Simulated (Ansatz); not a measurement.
Input and output for `[NH2][Sn]([OH])([OH])[Cl]`.

```yaml
crystal:
  periodic: [false, false, false]
  atoms:
    - {symbol: N, position_ang: [-0.707894, 0.108762, -1.670820]}
    - {symbol: Sn, position_ang: [-0.309768, 0.000128, 0.156001]}
    - {symbol: O, position_ang: [1.162843, -1.734043, -0.396544]}
    - {symbol: O, position_ang: [-1.388250, -0.175531, 1.758958]}
    - {symbol: Cl, position_ang: [1.842334, 1.679141, 0.864201]}
    - {symbol: H, position_ang: [-1.283649, 1.298014, -1.448109]}
    - {symbol: H, position_ang: [-0.296337, 0.700243, -2.072969]}
    - {symbol: H, position_ang: [1.805066, -1.554594, 0.360899]}
    - {symbol: H, position_ang: [-0.989970, 0.165031, 2.433879]}
basis:
  gaussian: {orbitals: STO-3G, nuclear_model: gaussian}
total_charge: -1
magnetization: {spin_polarized: true, initial_magnetization: 1}
hamiltonian: {xc: {name: wB97M-V}}
output: {forces: true}
```

```sh
$ ansatz run in.yaml --threads 4 --pin off --events-out ev --progress --plain --max-ram 10444MiB
```

Output, abridged:

```
Functional definition: wB97M-V
  name "wB97M-V"
  cite "Mardirossian & Head-Gordon, J. Chem. Phys. 144, 214110 (2016) doi:10.1063/1.4952647"
  cite "Becke, J. Chem. Phys. 107, 8554 (1997) doi:10.1063/1.475007"
  cite "Vydrov & Van Voorhis, J. Chem. Phys. 133, 244103 (2010) doi:10.1063/1.3521275"
  # Of w^i u^j: cxij and so on, Table III.
  parameter omega = 0.3/bohr
  parameter cx = 0.15
  parameter cx01 = 1.007
  parameter cx10 = 0.259
  parameter css00 = 0.443
  parameter css04 = -1.437
  parameter css10 = -4.535
  parameter css20 = -3.390
  parameter css43 = 4.278
  parameter cos00 = 1.000
  parameter cos10 = 1.358
  parameter cos20 = 2.924
  parameter cos21 = -8.812
  parameter cos60 = -1.390
  parameter cos61 = 9.142
  parameter b = 6.0
  parameter c = 0.01
  gx(w, u) = 1 - cx + cx01*u + cx10*w
  gss(w, u) = css00 + css04*u^4 + css10*w + css20*w^2 + css43*w^4*u^3
  gos(w, u) = cos00 + cos10*w + (cos20 + cos21*u)*w^2 + (cos60 + cos61*u)*w^6
  exchange = spin_sum(e_x_unif_sr(omega)*gx(b97_w, b97_u_x)) + cx*exact_x_sr(omega) + exact_x_lr(omega)
  correlation = spin_sum(e_c_pw_mod_same_spin*gss(b97_w, b97_u_same))
      + integral(e_c_pw_mod_opposite_spin*gos(b97_w_opposite, b97_u_opposite)) + vv10(b, c)
733 factors; integrals over basis functions are off by at most 3.8e-5 eV
184 factors; integrals over basis functions are off by at most 7.7e-7 eV
mean field evaluation 1: about -180273.5852 eV, gradient 1.9e1 eV
mean field evaluation 2: about -180274.8850 eV, gradient 1.8e1 eV
mean field evaluation 4: about -180277.1988 eV, gradient 1.1e0 eV
mean field evaluation 8: about -180277.1925 eV, gradient 8.3e-2 eV
mean field evaluation 16: about -180277.1934 eV, gradient 9.1e-4 eV
mean field -180277.19337462 eV, -6625.0646602469 hartree, gradient 2.6e-5 eV, S^2 0.759622; 2 other end points of the search recorded, 0 dependent functions left out
the calculation of the forces begins
reference -180277.19340183 eV, -6625.0646612468 hartree; 48, 47 occupied and 7, 8 virtual orbitals, 733 factors
Total energy: -180277.19340183 eV, -6625.0646612468 hartree
Atom 0 at    -0.707894     0.108762    -1.670820 Å, force   -15.875054    -8.671824     7.596266 eV/Å
Atom 1 at    -0.309768     0.000128     0.156001 Å, force     6.761773    -0.540972     2.237068 eV/Å
Atom 2 at     1.162843    -1.734043    -0.396544 Å, force    -3.507080     2.068796     0.439565 eV/Å
Atom 3 at    -1.388250    -0.175531     1.758958 Å, force    -8.256049    -6.918200   -10.181741 eV/Å
Atom 4 at     1.842334     1.679141     0.864201 Å, force     0.066482    -0.133905     0.029574 eV/Å
Atom 5 at    -1.283649     1.298014    -1.448109 Å, force    -0.296421    -4.347124     0.118873 eV/Å
Atom 6 at    -0.296337     0.700243    -2.072969 Å, force    13.523733    12.809986   -11.047761 eV/Å
Atom 7 at     1.805066    -1.554594     0.360899 Å, force     0.822504     0.236409     0.929786 eV/Å
Atom 8 at    -0.989970     0.165031     2.433879 Å, force     6.760112     5.496833     9.878369 eV/Å
Dipole moment:    -0.943928    -0.325575     0.089239 e Å
```

Run time 7.5 s (4 threads of an Arm Neoverse V2 on a shared host); peak host memory 0.44 GiB.
